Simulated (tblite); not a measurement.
Species: C8H13PS.
Numbering: `[CH2:1]=[CH:2][C:3]1=[C:4]([CH3:5])[CH2:6][P@:7]([CH3:8])(=[S:9])[CH2:10]1` (hydrogens: H11, H12 on C1; H13 on C2; H14, H15, H16 on C5; H17, H18 on C6; H19, H20, H21 on C8; H22, H23 on C10)

Computed with GFN2-xTB (tblite), gas phase: L-BFGS steps from a force-field or distance-geometry start until the largest atomic force falls under 0.01 eV/Å.

Step 1: E = -803.2149 eV
```
atom  x, y, z in Å  |  force x, y, z in eV/Å
C1     -2.4676   -1.9984    0.5133   -0.037  -0.144  -0.113
C2     -2.0124   -0.7523    0.6171    0.023   0.100   0.183
C3     -0.7968   -0.2244    0.0067   -0.458  -0.386   0.132
C4     -0.3961    1.0511    0.0586   -0.046   0.473   0.264
C5     -1.0561    2.2080    0.7539   -0.044  -0.060  -0.021
C6      0.8797    1.3988   -0.6628   -0.271   0.024   0.130
P7      1.5889   -0.2189   -1.1262    0.218  -0.070   0.063
C8      2.6405   -0.6189    0.3081    0.221  -0.101   0.260
S9      2.4067   -0.3872   -2.8582    0.251  -0.060  -0.465
C10     0.0698   -1.1739   -0.7884   -0.208   0.170   0.086
H11    -1.9884   -2.7694   -0.0814   -0.088   0.232   0.160
H12    -3.3831   -2.2891    1.0157    0.221   0.023  -0.127
H13    -2.5867   -0.0691    1.2410    0.205  -0.022  -0.187
H14    -0.3930    2.6068    1.5264   -0.030  -0.044  -0.096
H15    -2.0068    1.9618    1.2191    0.072  -0.166  -0.014
H16    -1.2520    3.0091    0.0397    0.111  -0.022  -0.027
H17     0.6690    1.9940   -1.5524    0.055   0.094  -0.076
H18     1.5834    1.9400   -0.0275   -0.032   0.178  -0.016
H19     2.0962   -0.4999    1.2406   -0.106   0.045   0.063
H20     3.5120    0.0334    0.3132    0.060  -0.001  -0.062
H21     2.9713   -1.6522    0.2227    0.081  -0.047  -0.062
H22     0.3271   -2.0806   -0.2402   -0.135  -0.100   0.013
H23    -0.4105   -1.4419   -1.7290   -0.063  -0.116  -0.088
```

Step 2: E = -803.2356 eV
```
atom  x, y, z in Å  |  force x, y, z in eV/Å
C1     -2.4697   -1.9991    0.5125    0.118   0.061  -0.112
C2     -2.0131   -0.7523    0.6212    0.014  -0.118   0.058
C3     -0.8060   -0.2270    0.0103   -0.043   0.094   0.027
C4     -0.3989    1.0561    0.0643   -0.104  -0.120   0.097
C5     -1.0573    2.2071    0.7528   -0.052   0.062   0.086
C6      0.8735    1.4017   -0.6592   -0.078  -0.093   0.002
P7      1.5963   -0.2218   -1.1293   -0.025   0.050   0.232
C8      2.6452   -0.6210    0.3162    0.128  -0.066  -0.027
S9      2.4107   -0.3882   -2.8656    0.218  -0.057  -0.368
C10     0.0653   -1.1709   -0.7855   -0.127   0.051  -0.041
H11    -1.9899   -2.7651   -0.0785   -0.011   0.118   0.062
H12    -3.3770   -2.2882    1.0122   -0.022  -0.052   0.002
H13    -2.5817   -0.0701    1.2365    0.040   0.119  -0.015
H14    -0.3935    2.6061    1.5246   -0.032  -0.024  -0.071
H15    -2.0050    1.9582    1.2187    0.009  -0.149   0.007
H16    -1.2496    3.0085    0.0394    0.079   0.003  -0.044
H17     0.6703    1.9959   -1.5541    0.031   0.051  -0.006
H18     1.5828    1.9435   -0.0281   -0.069   0.158  -0.021
H19     2.0946   -0.4990    1.2408   -0.122   0.042   0.139
H20     3.5129    0.0333    0.3116    0.110   0.016  -0.016
H21     2.9728   -1.6530    0.2212    0.104  -0.079  -0.014
H22     0.3245   -2.0829   -0.2400   -0.158  -0.011  -0.021
H23    -0.4121   -1.4446   -1.7319   -0.009  -0.055   0.044
```

Step 3: E = -803.2442 eV
```
atom  x, y, z in Å  |  force x, y, z in eV/Å
C1     -2.4687   -1.9977    0.5104   -0.019  -0.035  -0.022
C2     -2.0135   -0.7551    0.6242    0.075   0.080   0.031
C3     -0.8106   -0.2251    0.0127    0.044  -0.050  -0.045
C4     -0.4024    1.0549    0.0686   -0.010   0.005   0.020
C5     -1.0588    2.2079    0.7538   -0.037   0.024   0.047
C6      0.8693    1.4018   -0.6574    0.020  -0.077  -0.024
P7      1.5997   -0.2224   -1.1275   -0.014   0.036  -0.023
C8      2.6497   -0.6231    0.3199    0.019  -0.020  -0.041
S9      2.4162   -0.3896   -2.8751    0.068  -0.024  -0.035
C10     0.0610   -1.1688   -0.7848   -0.031   0.002  -0.041
H11    -1.9907   -2.7612   -0.0762    0.068   0.008  -0.035
H12    -3.3744   -2.2887    1.0105   -0.056  -0.059   0.017
H13    -2.5787   -0.0685    1.2340   -0.024   0.131   0.047
H14    -0.3942    2.6053    1.5226   -0.003   0.005  -0.011
H15    -2.0040    1.9539    1.2186   -0.041  -0.114   0.029
H16    -1.2471    3.0082    0.0386    0.051   0.003  -0.041
H17     0.6716    1.9976   -1.5551    0.008  -0.002   0.047
H18     1.5812    1.9478   -0.0289   -0.118   0.112  -0.038
H19     2.0918   -0.4979    1.2432   -0.044   0.018   0.063
H20     3.5152    0.0335    0.3106    0.113   0.007   0.011
H21     2.9754   -1.6548    0.2201    0.108  -0.081   0.013
H22     0.3205   -2.0841   -0.2404   -0.170   0.049  -0.037
H23    -0.4131   -1.4469   -1.7325   -0.006  -0.018   0.069
```

Task: Estimate the geometry and energy of step 4. (The exact step hangs on the optimiser's Hessian estimate; all steps are aligned on step 3, rigid shifts and turns removed.)

Result: E = -803.2475 eV, largest force 0.159 eV/Å
```
atom  x, y, z in Å  |  force x, y, z in eV/Å
C1     -2.4690   -1.9979    0.5095   -0.007   0.063   0.020
C2     -2.0124   -0.7545    0.6258   -0.001   0.004   0.027
C3     -0.8117   -0.2254    0.0127    0.064  -0.017  -0.043
C4     -0.4038    1.0548    0.0705    0.028   0.003  -0.021
C5     -1.0600    2.2085    0.7548   -0.029  -0.009   0.013
C6      0.8681    1.4009   -0.6570    0.028  -0.037  -0.019
P7      1.6010   -0.2223   -1.1279   -0.004   0.002  -0.070
C8      2.6515   -0.6242    0.3208    0.002  -0.007  -0.022
S9      2.4191   -0.3904   -2.8785    0.022  -0.012   0.062
C10     0.0590   -1.1681   -0.7850    0.026   0.007  -0.037
H11    -1.9897   -2.7599   -0.0760    0.079  -0.017  -0.055
H12    -3.3743   -2.2898    1.0101   -0.055  -0.055   0.014
H13    -2.5780   -0.0658    1.2339   -0.019   0.105   0.044
H14    -0.3945    2.6052    1.5218    0.004   0.018   0.018
H15    -2.0044    1.9505    1.2191   -0.042  -0.084   0.027
H16    -1.2454    3.0081    0.0376    0.031  -0.006  -0.026
H17     0.6721    1.9982   -1.5546   -0.006  -0.019   0.048
H18     1.5786    1.9511   -0.0299   -0.118   0.088  -0.036
H19     2.0903   -0.4973    1.2449    0.009   0.002  -0.005
H20     3.5179    0.0336    0.3104    0.073  -0.021   0.020
H21     2.9781   -1.6567    0.2200    0.089  -0.039   0.026
H22     0.3162   -2.0837   -0.2411   -0.152   0.040  -0.023
H23    -0.4136   -1.4480   -1.7317   -0.023  -0.010   0.037
```

The energy changes by -0.0033 eV. The first-order estimate −F·Δx gives -0.0043 eV and the mean of the old and new forces, exact on a quadratic surface, -0.0033 eV. The step makes an angle of 37° with the force vector and moves no atom by more than 0.005 Å.

What follows is the cost of the whole relaxation. Hardware: one thread, Arm Neoverse V1 (aarch64), shared host with 64 logical CPUs at a one-minute load of 24. Cost: 0.77 s wall.
